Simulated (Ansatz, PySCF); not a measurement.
C2H6Se2, charge +1, doublet, geometry from GFN2-xTB (a state made from the parent by changing its charge; the spin is typed, not shown lowest), with bond 7-1 at 1.4 times its length. Base run: PySCF with CASSCF(3,4)/STO-3G.

The PySCF input:
```python
from pyscf import gto, scf, mcscf
import numpy

mol = gto.M(
    atom='''
C     2.382361   -0.220363   -0.312634
Se    0.829399    0.554303    0.567792
Se   -0.817074   -0.551144   -0.562508
C    -2.369785    0.220893    0.320659
H     3.263732    0.237509    0.132403
H     2.355487   -0.001320   -1.377793
H     2.416756   -1.725285   -0.081584
H    -3.251582   -0.224799   -0.135761
H    -2.386487    1.298297    0.171516
H    -2.350112   -0.014217    1.382588
''',
    basis='sto-3g',
    charge=1,
    spin=1,
    verbose=4,
)

mf = scf.ROHF(mol)
mf.kernel()
mc = mcscf.CASSCF(mf, 4, 3)
mc.fix_spin_(ss=0.75)
mc.kernel()
occ = numpy.linalg.eigvalsh(mc.fcisolver.make_rdm1(mc.ci, mc.ncas, mc.nelecas))[::-1]
ss = mc.fcisolver.spin_square(mc.ci, mc.ncas, mc.nelecas)[0]
print('natural occupations', occ.round(4), ' <S^2>', round(ss, 4))
```

Programs used: Ansatz (an electronic-structure program), PySCF; a row that names a program was run with it.

Variants of this job, named by their change:

| change | ΔE vs base (kcal/mol) | natural occupations | <S^2> of the state |
|---|---|---|---|
| base | 0.000 | 1.96 1.00 0.04 0.00 | 0.75 |
| solver = newton | 0.000 | 1.96 1.00 0.04 0.00 | 0.75 |
| code = ansatz; correction = SC-NEVPT2, all electrons | -108.4 | - | - |
| fix_spin_ = off | 0.000 | 1.96 1.00 0.04 0.00 | 0.75 |
| code = ansatz | -15.36 | - | - |
| correction = SC-NEVPT2 | -102.3 | 1.96 1.00 0.04 0.00 | 0.75 |
| conv_tol = 1e-5 | 0.034 | 1.96 1.00 0.04 0.00 | 0.75 |
| orbitals = fixed (CASCI); correction = SC-NEVPT2 | -101.6 | 1.99 1.00 0.00 0.00 | 0.75 |
| active space = 9 electrons, 8 orbitals | -47.61 | 1.97 1.97 1.95 1.92 1.03 0.08 0.06 0.03 | 0.75 |
| active space = 5 electrons, 7 orbitals | -12.67 | 1.96 1.95 1.03 0.06 0.00 0.00 0.00 | 0.75 |
| active space = 7 electrons, 7 orbitals | -37.12 | 1.97 1.95 1.92 1.03 0.08 0.06 0.00 | 0.75 |

Active orbitals are taken around the Fermi level unless the row says otherwise; CASSCF can end in different local minima, and two programs can end on different orbitals. State-averaged rows give the lowest state.

Open shells are given as the SCF converged; they aren't shown to be the lowest states, and a large step between rows can be another state.
